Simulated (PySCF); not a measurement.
Constitutional and geometric isomers with formula CH6Si2. All species are isolated molecules in the gas phase. Strings in code marks are SMILES.

The HOMO–LUMO gap from two functionals at the same geometries (B3LYP-D3(BJ)/def2-TZVP), both in PySCF: PBE-D3(BJ)/def2-TZVP and ωB97X-D3(BJ)/def2-TZVP. 

| species | PBE-D3(BJ)/def2-TZVP (eV) |
|---|---|
| `C1[SiH2][SiH2]1` | 4.75 |
| `[SiH3][SiH]=C` | 3.34 |
| `[SiH](=[SiH2])C` | 2.51 |
| `[SiH2]=C[SiH3]` | 3.46 |

What does ωB97X-D3(BJ)/def2-TZVP give for each?


- `C1[SiH2][SiH2]1`: 10.75
- `[SiH3][SiH]=C`: 9.28
- `[SiH](=[SiH2])C`: 7.86
- `[SiH2]=C[SiH3]`: 9.43
Over these rows, drawn at random from the members with no instability flagged (it was tested for open shells, ions and some series alone), PBE minus ωB97X-D3(BJ): mean -5.82 eV, from -6.00 eV to -5.36 eV.
